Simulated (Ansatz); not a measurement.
Cu3Cl6⁺. Charge 1, multiplicity 1. Geometry r2SCAN-D4/def2-SVP.

Cartesian coordinates in Å:
```
Cu -0.010 -0.413 -0.640
Cu 0.939 1.667 0.739
Cu 1.102 -0.720 1.757
Cl 1.296 1.194 2.890
Cl -2.059 -1.249 -1.470
Cl 2.236 -0.056 -0.197
Cl -0.134 -2.269 0.737
Cl -2.948 0.030 -2.808
Cl -0.424 1.815 -1.007
```

LC-ωPBE has ω = 0.4 bohr⁻¹. The restricted singlet is unstable towards broken spin symmetry in Hartree–Fock (as tested in another run); at HF/STO-3G this wasn't settled. The restricted singlet is unstable towards broken spin symmetry at other levels; at PBE-D4/def2-TZVP, PBE0-D4/def2-TZVP, BHLYP-D4/def2-TZVP, LC-ωPBE/def2-TZVP this wasn't settled. In the singlet, Cl5 and Cl8 lie 2.05 Å apart (atoms count from 1), so these atoms are partly bonded to each other. The structure comes from a short search, and lower isomers may exist.

Problem. Estimate the orbital energies around the gap (eV) in Ansatz with HF/STO-3G, PBE-D4/def2-TZVP, PBE0-D4/def2-TZVP, BHLYP-D4/def2-TZVP, LC-ωPBE/def2-TZVP.

Solution. 
```json
{"orbital": "HOMO−13", "HF/STO-3G": "-18.06", "PBE-D4/def2-TZVP": "-12.64", "PBE0-D4/def2-TZVP": "-14.68", "BHLYP-D4/def2-TZVP": "-16.68", "LC-ωPBE/def2-TZVP": "-17.53"}
{"orbital": "HOMO−12", "HF/STO-3G": "-18.01", "PBE-D4/def2-TZVP": "-12.56", "PBE0-D4/def2-TZVP": "-14.50", "BHLYP-D4/def2-TZVP": "-16.58", "LC-ωPBE/def2-TZVP": "-17.32"}
{"orbital": "HOMO−11", "HF/STO-3G": "-17.75", "PBE-D4/def2-TZVP": "-12.34", "PBE0-D4/def2-TZVP": "-14.37", "BHLYP-D4/def2-TZVP": "-15.98", "LC-ωPBE/def2-TZVP": "-17.23"}
{"orbital": "HOMO−10", "HF/STO-3G": "-17.60", "PBE-D4/def2-TZVP": "-12.22", "PBE0-D4/def2-TZVP": "-14.23", "BHLYP-D4/def2-TZVP": "-15.95", "LC-ωPBE/def2-TZVP": "-17.05"}
{"orbital": "HOMO−9", "HF/STO-3G": "-17.27", "PBE-D4/def2-TZVP": "-12.16", "PBE0-D4/def2-TZVP": "-14.01", "BHLYP-D4/def2-TZVP": "-15.36", "LC-ωPBE/def2-TZVP": "-16.82"}
{"orbital": "HOMO−8", "HF/STO-3G": "-17.16", "PBE-D4/def2-TZVP": "-12.11", "PBE0-D4/def2-TZVP": "-13.86", "BHLYP-D4/def2-TZVP": "-15.34", "LC-ωPBE/def2-TZVP": "-16.66"}
{"orbital": "HOMO−7", "HF/STO-3G": "-17.05", "PBE-D4/def2-TZVP": "-12.06", "PBE0-D4/def2-TZVP": "-13.81", "BHLYP-D4/def2-TZVP": "-15.21", "LC-ωPBE/def2-TZVP": "-16.62"}
{"orbital": "HOMO−6", "HF/STO-3G": "-16.87", "PBE-D4/def2-TZVP": "-11.92", "PBE0-D4/def2-TZVP": "-13.64", "BHLYP-D4/def2-TZVP": "-15.03", "LC-ωPBE/def2-TZVP": "-16.41"}
{"orbital": "HOMO−5", "HF/STO-3G": "-16.42", "PBE-D4/def2-TZVP": "-11.74", "PBE0-D4/def2-TZVP": "-13.53", "BHLYP-D4/def2-TZVP": "-14.89", "LC-ωPBE/def2-TZVP": "-16.24"}
{"orbital": "HOMO−4", "HF/STO-3G": "-16.32", "PBE-D4/def2-TZVP": "-11.68", "PBE0-D4/def2-TZVP": "-13.28", "BHLYP-D4/def2-TZVP": "-14.73", "LC-ωPBE/def2-TZVP": "-16.05"}
{"orbital": "HOMO−3", "HF/STO-3G": "-15.96", "PBE-D4/def2-TZVP": "-11.49", "PBE0-D4/def2-TZVP": "-13.20", "BHLYP-D4/def2-TZVP": "-14.56", "LC-ωPBE/def2-TZVP": "-15.96"}
{"orbital": "HOMO−2", "HF/STO-3G": "-15.59", "PBE-D4/def2-TZVP": "-11.30", "PBE0-D4/def2-TZVP": "-12.92", "BHLYP-D4/def2-TZVP": "-14.26", "LC-ωPBE/def2-TZVP": "-15.61"}
{"orbital": "HOMO−1", "HF/STO-3G": "-11.30", "PBE-D4/def2-TZVP": "-11.27", "PBE0-D4/def2-TZVP": "-12.58", "BHLYP-D4/def2-TZVP": "-13.75", "LC-ωPBE/def2-TZVP": "-15.06"}
{"orbital": "HOMO", "HF/STO-3G": "-8.14", "PBE-D4/def2-TZVP": "-11.14", "PBE0-D4/def2-TZVP": "-12.38", "BHLYP-D4/def2-TZVP": "-13.45", "LC-ωPBE/def2-TZVP": "-14.74"}
{"orbital": "LUMO", "HF/STO-3G": "-3.56", "PBE-D4/def2-TZVP": "-10.84", "PBE0-D4/def2-TZVP": "-10.74", "BHLYP-D4/def2-TZVP": "-10.51", "LC-ωPBE/def2-TZVP": "-9.39"}
{"orbital": "LUMO+1", "HF/STO-3G": "-3.29", "PBE-D4/def2-TZVP": "-9.12", "PBE0-D4/def2-TZVP": "-8.06", "BHLYP-D4/def2-TZVP": "-6.84", "LC-ωPBE/def2-TZVP": "-5.56"}
{"orbital": "LUMO+2", "HF/STO-3G": "-2.52", "PBE-D4/def2-TZVP": "-6.27", "PBE0-D4/def2-TZVP": "-5.28", "BHLYP-D4/def2-TZVP": "-4.34", "LC-ωPBE/def2-TZVP": "-3.07"}
{"orbital": "LUMO+3", "HF/STO-3G": "0.70", "PBE-D4/def2-TZVP": "-5.72", "PBE0-D4/def2-TZVP": "-4.76", "BHLYP-D4/def2-TZVP": "-3.73", "LC-ωPBE/def2-TZVP": "-2.72"}
{"orbital": "LUMO+4", "HF/STO-3G": "0.98", "PBE-D4/def2-TZVP": "-5.69", "PBE0-D4/def2-TZVP": "-4.63", "BHLYP-D4/def2-TZVP": "-3.63", "LC-ωPBE/def2-TZVP": "-2.44"}
{"orbital": "LUMO+5", "HF/STO-3G": "1.18", "PBE-D4/def2-TZVP": "-5.34", "PBE0-D4/def2-TZVP": "-4.36", "BHLYP-D4/def2-TZVP": "-3.40", "LC-ωPBE/def2-TZVP": "-2.21"}
```
